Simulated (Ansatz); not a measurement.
C4H2Cl2Sn (`C#[C][Sn]([Cl])([Cl])[C]#C`) at its PBE0-D4/def2-TZVP geometry, where that method's forces vanish. Charge 0, multiplicity 1. Sn: def2 effective core potential.

| atom | x (Å) | y (Å) | z (Å) |
| --- | --- | --- | --- |
| C1 | 2.1114 | 1.4314 | 1.3222 |
| C2 | 1.1087 | 0.8233 | 1.0481 |
| Sn3 | -0.6029 | -0.2125 | 0.5902 |
| Cl4 | -2.4296 | 1.0510 | 1.1934 |
| Cl5 | -0.6696 | -2.1434 | 1.8410 |
| C6 | -0.7509 | -0.6972 | -1.3986 |
| C7 | -0.8425 | -0.9841 | -2.5646 |
| H8 | 2.9994 | 1.9700 | 1.5654 |
| H9 | -0.9240 | -1.2385 | -3.5972 |

For each bond, give half the difference of the two atoms' forces along it (eV/Å; positive pushes the atoms apart) under PBE-D4, r2SCAN-D4, B3LYP-D4, ωB97M-V in def2-TZVPP. (Best estimate.)

Ansatz gave: 
```json
{"bond": "C1–C2", "length (Å)": "1.204", "PBE-D4": "0.89", "r2SCAN-D4": "0.34", "B3LYP-D4": "-0.07", "ωB97M-V": "-0.23"}
{"bond": "C1–H8", "length (Å)": "1.067", "PBE-D4": "-0.35", "r2SCAN-D4": "-0.23", "B3LYP-D4": "-0.10", "ωB97M-V": "0.04"}
{"bond": "C2–Sn3", "length (Å)": "2.052", "PBE-D4": "-0.47", "r2SCAN-D4": "-0.16", "B3LYP-D4": "0.07", "ωB97M-V": "0.16"}
{"bond": "Sn3–Cl4", "length (Å)": "2.302", "PBE-D4": "0.24", "r2SCAN-D4": "0.08", "B3LYP-D4": "0.22", "ωB97M-V": "-0.04"}
{"bond": "Sn3–Cl5", "length (Å)": "2.302", "PBE-D4": "0.23", "r2SCAN-D4": "0.08", "B3LYP-D4": "0.22", "ωB97M-V": "-0.04"}
{"bond": "Sn3–C6", "length (Å)": "2.052", "PBE-D4": "-0.47", "r2SCAN-D4": "-0.16", "B3LYP-D4": "0.07", "ωB97M-V": "0.16"}
{"bond": "C6–C7", "length (Å)": "1.204", "PBE-D4": "0.89", "r2SCAN-D4": "0.34", "B3LYP-D4": "-0.07", "ωB97M-V": "-0.23"}
{"bond": "C7–H9", "length (Å)": "1.067", "PBE-D4": "-0.35", "r2SCAN-D4": "-0.23", "B3LYP-D4": "-0.10", "ωB97M-V": "0.04"}
```

B3LYP here is the variant with VWN-RPA as its local correlation; programs differ in this.
